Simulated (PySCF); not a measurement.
## Dipole response of F³⁺ (fluorine, charge +3)

[He] 2s2 2p2, high-spin 3P determinant. Calculation: PySCF 2.14, in x2c-TZVPPall with one added diffuse shell each of s, p, d type (6s4p3d1f, 40 functions); scalar relativity by spin-free X2C-1e. Coupled (time-dependent) response in atomic units; α is the mean over directions.

```csv
method,mean α (bohr³),"α xx, yy, zz",C₆ (like pair),S(−4)
UHF,0.9735,"1.065, 0.9279, 0.9279",0.8652,1.314
PBE,0.9356,"1.033, 0.8870, 0.8870",0.8440,1.046
PBE0,0.9392,"1.036, 0.8906, 0.8906",0.8446,1.076
M06-L,0.9868,"1.067, 0.9466, 0.9466",0.9060,1.187
BHandHLYP,0.9296,"1.030, 0.8792, 0.8792",0.8331,1.045
```

S(−4) is the Cauchy moment in α(ω) = α(0) + S(−4) ω² + …

α(iu) at UHF:

| u (hartree) | α(iu) (bohr³) |
| --- | --- |
| 0 | 0.9735 |
| 0.0500 | 0.9702 |
| 0.100 | 0.9607 |
| 0.200 | 0.9257 |
| 0.300 | 0.8765 |
| 0.500 | 0.7637 |
| 0.750 | 0.6353 |
| 1.00 | 0.5347 |
| 1.50 | 0.3976 |
| 2.00 | 0.3096 |
| 3.00 | 0.2025 |
| 5.00 | 0.1032 |

A single London oscillator, α(iu) = α/(1 + u²/ω²), gives C₆ = (3/4) ω α². Matching the computed C₆ needs ω = 4 × 0.8652 / (3 × 0.9735²) = 1.22 hartree.

For an ion, C₆ is the dispersion term alone; charge-induced terms of lower order in 1/R come first.

The components differ because the open shell of this determinant is not spherical; for a pure term their mean is the scalar polarisability.
